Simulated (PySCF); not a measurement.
How methods differ on the excitation energy of Ga

Ga [Ar] 3d10 4s2 4p1 (2P) → Ga [Ar] 3d10 4s1 4p1 4d1 (high-spin determinant), as a difference of total energies. Calculation: PySCF 2.14, in aug-cc-pVQZ-PP with ECP10MDF (7s6p5d3f2g, 89 functions); a scalar-relativistic core potential. Correlated levels: valence: 3s2 3p6 3d10 frozen. The calculations carry no spin-orbit coupling.

```json
{"method": "UHF", "excitation energy (cm⁻¹)": "69636"}
{"method": "MP2 (valence)", "excitation energy (cm⁻¹)": "76292"}
{"method": "SCS-MP2 (valence)", "excitation energy (cm⁻¹)": "78243"}
{"method": "CCSD (valence)", "excitation energy (cm⁻¹)": "77785"}
{"method": "CCSD(T) (valence)", "excitation energy (cm⁻¹)": "77801"}
```

The upper state lies above the first ionisation limit, but in LS coupling its spin forbids autoionisation to the ground ion.

The promoted electron is Rydberg-like, and one or two diffuse shells describe it only roughly, which tends to raise the upper state.

The coupled-cluster amplitudes are large for the upper state (T1 above 0.03 or a double amplitude above 0.15), so a single reference is strained.

The determinant of the upper state mixes LS terms, which raises its energy above the lowest term, most at the Hartree-Fock and MP2 levels.
